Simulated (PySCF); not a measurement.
# Exercise with solution: chemical shift, span and skew from a shielding tensor

F3H3Si2, SMILES [SiH](F)(F)[SiH2]F. Atoms are numbered in the order given.

```xyz
8

Si     1.3839    -0.1047    -0.2639
F      2.0924     0.5843     1.0365
Si    -0.8979    -0.2592     0.1846
F     -1.5679    -1.0650    -1.0552
F     -1.5379     1.2300     0.1953
H      1.6304     0.7433    -1.4599
H      1.9729    -1.4563    -0.4633
H     -1.2873    -0.9364     1.4440
```

Coordinates come from a ωB97X-D3(BJ)/def2-SVP optimisation. One conformer was computed; it need not be the lowest.

GIAO shieldings from PBE/pcSseg-1 (PySCF), non-relativistic, no solvent. The symmetric part of the tensor of Si1 has the principal values 275.9, 286.6, 452.4 ppm. The same nucleus in TMS has σ = 335.4 ppm at this level (PySCF, at its B3LYP-D3(BJ)/def2-TZVP geometry).

Problem. Work out the isotropic shielding, the ²⁹Si shift against TMS, the span and the skew.

Solution. 
σ(iso) = (σ11 + σ22 + σ33)/3 = 338.3 ppm. δ = σ(ref) − σ(iso) = 335.4 − (338.3) = -2.9 ppm.
Span Ω = σ33 − σ11 = 176.5 ppm. Skew κ = 3(σ(iso) − σ22)/Ω = 0.88. Tumbling in solution averages the tensor to δ; in a static solid the shielding alone would spread this spin-1/2 line over Ω.
